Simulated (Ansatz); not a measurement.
Total energies of `BB[O][AlH2]`.

```tsv
atom	x (Å)	y (Å)	z (Å)
B1	-1.981	0.382	0.347
B2	-0.401	0.842	0.043
O3	0.641	0.012	-0.120
Al4	1.990	-0.972	-0.329
H5	-2.778	0.215	-0.535
H6	-2.412	0.280	1.463
H7	-0.186	2.039	-0.035
H8	2.316	-1.446	-1.797
H9	2.812	-1.352	0.962
```

Total charge 0; spin multiplicity 1. Geometry: relaxed with PBE0-D4/def2-TZVP. It is one conformer, not always the lowest. Basis def2-TZVPP, Ansatz 0.2.0.

RPA on PBE orbitals: Hartree–Fock energy of these orbitals -369.12122 Eh, correlation -0.90619 Eh (frozen core).

```csv
functional,energy without D4 (Eh),D4 term (kJ/mol)
r2SCAN,-370.33967,-3.2
ωB97X-V,-370.36974,–
```

Problem. Give the same for LDA (SPW92), PBE, revPBE, BLYP, B97M-V, PBE0, B3LYP, r2SCANh, r2SCAN0, HSE06 (plane-wave form), BHLYP, CAM-B3LYP, LC-ωPBE, ωB97M-V, B2PLYP, PBE-QIDH. (Estimate.)

Solution. Computed: 
```csv
functional,energy without D4 (Eh),D4 term (kJ/mol)
LDA (SPW92),-368.23102,–
PBE,-370.12416,-13.1
revPBE,-370.34503,-39.2
BLYP,-370.40731,-28.7
B97M-V,-370.39388,–
PBE0,-370.16673,-11.1
B3LYP,-370.48930,-21.1
r2SCANh,-370.33281,-3.5
r2SCAN0,-370.32340,-3.8
HSE06 (plane-wave form),-370.15285,-10.4
BHLYP,-370.39429,-16.4
CAM-B3LYP,-370.39510,-11.3
LC-ωPBE,-370.27070,–
ωB97M-V,-370.36915,–
B2PLYP,-370.22697,–
PBE-QIDH,-370.06152,–
```

B3LYP takes the VWN-RPA correlation (the form of Gaussian; ORCA's B3LYP/G). HSE06 is the plane-wave form, built on full-range PBE exchange. The double hybrids freeze the cores in their second-order part.

LC-ωPBE has ω = 0.4 bohr⁻¹.
